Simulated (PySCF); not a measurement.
# SnP⁻: from constants to spectrum

RHF-CCSD(T) constants of SnP⁻, ¹Σ⁺ (singlet), closed shell (PySCF, scalar-relativistic core potentials, basis sets Sn def2-SVPD with ECP28, P def2-SVPD; masses 119.9022 and 30.9738 u):

| Item | Value |
| --- | --- |
| ωe | 430.1 cm⁻¹ |
| ωexe | 1.28 cm⁻¹ |
| Be | 0.12831 cm⁻¹ |
| αe | 0.000500 cm⁻¹ |
| D (centrifugal) | 4.57e-08 cm⁻¹ |
| De to Sn⁻ + P | 3.58 eV |

Give the vibrational terms G(v) and spacings up to v = 6.

G(v) = ωe(v+½) − ωexe(v+½)².

```json
{"v": "0", "G(v) (cm⁻¹)": "214.7", "G(v) − G(v−1)": "", "Bv (cm⁻¹)": "0.1281"}
{"v": "1", "G(v) (cm⁻¹)": "642.3", "G(v) − G(v−1)": "427.5", "Bv (cm⁻¹)": "0.1276"}
{"v": "2", "G(v) (cm⁻¹)": "1067.2", "G(v) − G(v−1)": "425.0", "Bv (cm⁻¹)": "0.1271"}
{"v": "3", "G(v) (cm⁻¹)": "1489.7", "G(v) − G(v−1)": "422.4", "Bv (cm⁻¹)": "0.1266"}
{"v": "4", "G(v) (cm⁻¹)": "1909.5", "G(v) − G(v−1)": "419.9", "Bv (cm⁻¹)": "0.1261"}
{"v": "5", "G(v) (cm⁻¹)": "2326.8", "G(v) − G(v−1)": "417.3", "Bv (cm⁻¹)": "0.1256"}
{"v": "6", "G(v) (cm⁻¹)": "2741.6", "G(v) − G(v−1)": "414.7", "Bv (cm⁻¹)": "0.1251"}
```

How well does the Morse estimate ωe²/(4ωexe) reproduce De, and what is D0?

It gives 4.48 eV, 125 % of the computed De. D0 = De − G(0) = 3.58 − 0.03 = 3.55 eV.

Correlated steps freeze 9 core orbitals. Correlated levels converge slowly with the basis: in double zeta they bind strong bonds too weakly, by up to about 1 eV, and carry superposition errors of some tenths. Spin–orbit coupling is left out, which matters for elements this heavy, above all for dissociation energies. For an ion De counts to the pair picked by the measured ionisation energies or electron affinities, which need not be the lowest pair at this level. Where the molecule has an RHF reference, its open-shell atoms are computed with UHF.
